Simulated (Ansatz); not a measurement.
BrH2InOS, SMILES `[OH][In]([SH])[Br]` at its PBE0-D4/def2-TZVP geometry, where that method's forces vanish. The species carries charge 0 and has multiplicity 1. In takes the def2 core potential.

```csv
atom,x (Å),y (Å),z (Å)
O1,1.1949,-0.4058,-1.2605
In2,0.2336,0.5652,0.1601
S3,-1.6961,-0.2498,1.2639
Br4,1.1726,2.7417,0.7460
H5,0.8032,-1.2587,-1.4652
H6,-1.7081,-1.3926,0.5557
```

Q: For each bond, give half the difference of the two atoms' forces along it (eV/Å; positive pushes the atoms apart) under PBE-D4, r2SCAN-D4, B3LYP-D4, ωB97M-V in def2-TZVPP. (Best estimate.)

A: Computed: 
```tsv
bond	length (Å)	PBE-D4	r2SCAN-D4	B3LYP-D4	ωB97M-V
O1–In2	1.971	0.29	0.09	0.18	0.03
O1–H5	0.961	0.42	0.05	-0.03	-0.06
In2–S3	2.368	0.06	0.02	0.11	-0.06
In2–Br4	2.442	0.13	0.03	0.14	-0.05
S3–H6	1.345	0.26	0.02	-0.02	-0.09
```

B3LYP here is the variant with VWN-RPA as its local correlation; programs differ in this.
